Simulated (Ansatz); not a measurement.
One change: `[F][GeH]([Cl])[GeH3]` becomes `[F][GeH2][Cl]`.

Ansatz, PBE0-D4/def2-TZVP geometries, multiplicity 1. 

Scalar relativity is left out up to krypton.

| property | `[F][GeH]([Cl])[GeH3]` |
| --- | --- |
| size of the dipole moment (PBE/def2-TZVPP) / D | 2.64 |
| HOMO energy (PBE/def2-TZVPP) / eV | -7.19 |
| LUMO energy (PBE/def2-TZVPP) / eV | -1.52 |
| HOMO–LUMO gap (ωB97M-V/def2-TZVPP) / eV | 11.71 |
| HOMO energy (ωB97M-V/def2-TZVPP) / eV | -10.48 |
| LUMO energy (ωB97M-V/def2-TZVPP) / eV | 1.23 |

(1) What does the change do to each property? (An estimate is asked.)

Results:

(1) Computed: 
```csv
property,`[F][GeH2][Cl]`,shift
size of the dipole moment (PBE/def2-TZVPP) / D,2.11,-0.53
HOMO energy (PBE/def2-TZVPP) / eV,-7.80,-0.61
LUMO energy (PBE/def2-TZVPP) / eV,-1.25,0.27
HOMO–LUMO gap (ωB97M-V/def2-TZVPP) / eV,13.12,1.41
HOMO energy (ωB97M-V/def2-TZVPP) / eV,-11.46,-0.98
LUMO energy (ωB97M-V/def2-TZVPP) / eV,1.66,0.43
```

With PBE0 the HOMO falls by 0.79 eV and the LUMO rises by 0.36 eV, so the gap widens by about 1.15 eV. PBE moves the HOMO by -0.61 eV and ωB97M-V by -0.98 eV. The zero-point energy changes by -40.9 kJ/mol with -9 modes. Dipoles are sizes alone; their direction can turn.
